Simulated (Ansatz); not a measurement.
A made-up structure of GaH3O2, singlet:

```
atom    x (Å)    y (Å)    z (Å)
  O1  -0.5962  -1.2861   0.1050
 Ga2  -0.0955   0.3746  -0.3206
  O3   1.2044   0.9833   0.7263
  H4  -0.0509   0.1303   1.1891
  H5  -0.6903   1.2339  -1.4608
  H6   1.4748   0.3434   1.3894
```

It is relaxed with PBE-D4/def2-SVP and then PBE0-D4/def2-TZVP (Ansatz 0.2.0). Atoms count as bonded within 1.22 times the sum of their covalent radii (H–H: 0.88 Å). The end point is not checked to be a true minimum.

Question: Does its bonding change? (A judgement: the text doesn't fix the answer.)

Answer: By the calculation: Yes. Formed: O1–H4; broken: Ga2–H4.

Where it ends: The first stage lowers the energy by 4.56 eV in 14 steps. It ends as GaH₃O₂ ([OH][GaH][OH]):
```json
{"atom": "O1", "x (Å)": "-0.8136", "y (Å)": "-0.8688", "z (Å)": "0.4068"}
{"atom": "Ga2", "x (Å)": "-0.0245", "y (Å)": "0.5729", "z (Å)": "-0.2894"}
{"atom": "O3", "x (Å)": "1.3970", "y (Å)": "1.2621", "z (Å)": "0.5413"}
{"atom": "H4", "x (Å)": "-0.4195", "y (Å)": "-1.2061", "z (Å)": "1.2133"}
{"atom": "H5", "x (Å)": "-0.5621", "y (Å)": "1.2122", "z (Å)": "-1.5840"}
{"atom": "H6", "x (Å)": "1.6690", "y (Å)": "0.8071", "z (Å)": "1.3403"}
```

Labels in which every atom is bracketed show which atoms are joined, not bond orders.

For scale, one of the runs: PBE0-D4/def2-TZVP relaxation, 128 basis functions, launched by `ansatz run in.yaml --threads 2 --pin off --events-out ev --progress --plain --max-ram 4352MiB`. Hardware: 2 CPU threads of an Arm Neoverse V1, shared host. Wall time about 16 s.
